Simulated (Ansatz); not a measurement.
`SB(Cl)Cl` + CH₃SH → `CSB(Cl)Cl` + H₂S at 500 K and 1 bar (ligand exchange at a B–S bond).

Computed with Ansatz on PBE0-D4/def2-TZVP structures; ΔE is electronic, products minus reactants. CCSD(T)/CBS is the MP2 limit (def2-TZVPP, def2-QZVPP) plus CCSD(T) − MP2 in def2-TZVPP, frozen cores. This one scheme is used for every species. Each species was taken in one conformer, which may not be the lowest.

```
    species  CCSD(T)/CBS energy (Eh)  H − E (kJ/mol)  S (J/(mol·K))
 `SB(Cl)Cl`              -1342.83724            74.8          351.3
      CH₃SH               -438.22835           145.1          283.7
`CSB(Cl)Cl`              -1382.09730           162.3          402.9
        H₂S               -398.97279            57.0          224.0
```

H − E and S are ideal-gas, rigid-rotor, harmonic terms from PBE0-D4/def2-TZVP, for one conformer and one mirror image of each species. 1 Eh = 2625.50 kJ/mol, R = 8.31446 J/(mol·K).

Question: By hand: ΔE, ΔH, ΔS and ΔG.

Answer: ΔE = (-1382.09730) + (-398.97279) − (-1342.83724) − (-438.22835) = -0.00450 Eh = -11.8 kJ/mol. Δ(H − E) = 162.3 + 57.0 − 74.8 − 145.1 = -0.6, so ΔH = -12.4 kJ/mol. ΔS = 402.9 + 224.0 − 351.3 − 283.7 = -8.1 J/(mol·K). ΔG = -12.4 − 500 × (-8.1)/1000 = -8.4 kJ/mol.

Question: By hand: the equilibrium constant, and the temperature at which ΔG would vanish if ΔH and ΔS stayed fixed.

Answer: log₁₀ K = −ΔG/(RT ln 10) = 0.9. ΔG = 0 at ΔH/ΔS = 1531 K, though so small a ΔS makes that figure unsure.

The number of gas molecules stays the same, so ΔS is small and ΔH decides. A doubt of 5 kJ/mol in ΔE shifts log₁₀ K by 0.5 here. Other conformers and mirror images would add mixing entropy, several J/(mol·K) or more a flexible species. These are equilibria of isolated gas molecules and say nothing of rates. Largest T1 diagnostic: 0.012 (customary marks: 0.02 for closed shells, 0.045 for open ones).
